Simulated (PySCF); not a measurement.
B2O3, SMILES O=BOB=O. Heavy atoms are numbered as in [O:1]=[B:2][O:3][B:4]=[O:5].

The structure is a stationary point at PBE0-D3(BJ)/def2-SVP. Other conformers were not sampled.

All values below come from PBE/pcSseg-2 (PySCF).

GIAO shieldings, no solvent; atoms alike by connectivity are averaged. δ = σ(ref) − σ: ¹⁷O against H2O (σ = 327.5 ppm); ¹¹B against BF3 (σ = 83.1 ppm), references at their B3LYP-D3(BJ)/def2-TZVP geometries, non-relativistic.

```
atoms  nucleus  count  δ (ppm)
-----  -------  -----  -------
O1         ¹⁷O      2    156.3
O3         ¹⁷O      1        …
B2         ¹¹B      2    -10.8
```

Task: Some entries are withheld; supply them. (The exact figures need the calculation; the answer reports its results.)

Result: 
- O3, δ (ppm): 9.6
